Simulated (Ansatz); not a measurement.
Consider the formal exchange of groups at a B–C bond: `COBCCl` + CH₄ → `CBOC` + `CCl`.

Calculated with Ansatz (gas phase, PBE0-D4/def2-TZVP geometries, no zero-point term in ΔE). CCSD(T)/CBS adds triple-zeta CCSD(T) − MP2 to the extrapolated MP2 energy (def2 sets, frozen cores). This one scheme is used for every species. Functionals use def2-TZVPP. One conformer a species, not always the lowest.

`COBCCl`:

Cartesian coordinates in Å:
```
C 1.177 1.261 0.930
O 0.231 0.782 -0.005
B -0.050 -0.522 -0.134
C -1.174 -0.941 -1.153
Cl -2.510 -1.558 -0.122
H 1.657 0.437 1.466
H 0.669 1.912 1.644
H 1.933 1.842 0.400
H 0.528 -1.341 0.530
H -0.889 -1.758 -1.817
H -1.573 -0.115 -1.739
```

CH₄:

Z-matrix (Å, degrees):
```
C
H 1 1.090
H 1 1.090 2 109.5
H 1 1.090 2 109.5 3 -120.0
H 1 1.090 2 109.5 3 120.0
```

`CBOC`:

Z-matrix (Å, degrees):
```
C
B 1 1.560
H 1 1.091 2 113.4
H 1 1.096 2 110.3 3 122.2
H 1 1.096 2 110.1 3 -121.9
O 2 1.348 1 119.6 3 0.7
H 2 1.208 1 122.0 3 -179.3
C 6 1.411 2 122.3 1 179.9
H 8 1.094 6 111.4 2 0.3
H 8 1.092 6 109.0 2 121.1
H 8 1.092 6 109.1 2 -120.5
```

`CCl`:

```xyz
5

C    -0.028    0.111    0.091
Cl    0.314   -1.235   -1.011
H    -0.842   -0.178    0.751
H    -0.312    0.980   -0.499
H     0.868    0.324    0.668
```

| level | ΔE (kJ/mol) |
| --- | --- |
| PBE-D4 | 3.4 |
| PBE0 | 0.0 |
| HF/def2-TZVPP | -0.8 |
| HF/CBS(def2) | -1.4 |

Q: What does CCSD(T)/CBS give? (An estimate is asked.)

A: Ansatz gave: +3.3 kJ/mol. The listed levels differ from it by 0.1, -3.3, -4.1, -4.7 kJ/mol.

Largest T1 diagnostic among the species: 0.012.

In def2-TZVPP, CCSD(T) changes the Hartree–Fock value by +4.9 kJ/mol (the triples alone add +1.4 kJ/mol) and MP2 by +5.1 kJ/mol. The D4 term adds +3.1 kJ/mol with B3LYP and +1.8 kJ/mol with PBE0; it sums over pairs of atoms, weighted by their polarisabilities, and B3LYP, whose exchange is more repulsive, gets the larger term.

B3LYP here is the variant with VWN-RPA as its local correlation; programs differ in this.
